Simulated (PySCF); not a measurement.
# Electronic structure of Tc²⁺ (technetium, charge +2) at the UHF level

Configuration: [Kr] 4d4 5s1, high-spin 6D determinant (an excited configuration). All numbers are calculated (PySCF 2.14, scalar relativity by spin-free X2C-1e, in x2c-TZVPPall with one added diffuse shell each of s, p, d, f type (9s7p7d3f1g, 95 functions)).

* Total energy: -4282.108347 hartree
* One-electron energy: -5872.6630 hartree
* Hartree (Coulomb) energy: 1717.5251 hartree
* Exchange energy: -126.9704 hartree
* ⟨S²⟩: 8.7529
* ⟨L²⟩: 6.027
* Sum of ⟨r⟩: 26.55 bohr
* Sum of ⟨r²⟩: 35.73 bohr²
* Traceless quadrupole moment −½Σ⟨3z² − r²⟩ along its main axis: -0.652 e·bohr²
* Langevin diamagnetic susceptibility: -28.3 ×10⁻⁶ cm³/mol

```tsv
shell	electrons	mean orbital energy (eV)	spread (eV)	rms radius, mean of both spins (bohr)
1s α	1	-21179.6	0	0.0394
1s β	1	-21179.5	0	0.0394
2s α	1	-3117.6	0	0.162
2s β	1	-3116.5	0	0.162
2p α	3	-2786.7	0.029	0.144
2p β	3	-2785.7	0.277	0.144
3s α	1	-594.33	0	0.442
3s β	1	-593.62	0	0.442
3p α	3	-482.59	0.361	0.446
3p β	3	-481.87	0.563	0.446
3d α	5	-301.87	1.140	0.435
3d β	5	-300.30	0.652	0.435
4s α	1	-113.81	0	1.13
4s β	1	-107.15	0	1.13
4p α	3	-80.676	1.088	1.25
4p β	3	-72.313	1.556	1.25
4d α	4	-33.773	1.358	1.67
5s α	1	-23.207	0	3.02
```

Densities and radii are taken from the X2C orbitals without a picture-change correction, which distorts them close to the nucleus.

Spin-orbit constants ζ (cm⁻¹) from the X2C one-electron operator on these orbitals: bare nucleus, nucleus screened by l(l+1)(2l+1)/3 electrons, and screened by the Breit-Pauli mean field of the electrons.

```tsv
shell	bare	screened nucleus	mean field
2p	642100	612300	n/a
3p	108800	103700	n/a
3d	15620	11990	n/a
4p	15050	14350	n/a
4d	1344	1031	n/a
```

To first order the Landé constant is A = 206.2 cm⁻¹, so the lowest level has J = 1/2 and lies 0.179 eV below the centre of the term. This holds in LS coupling only.
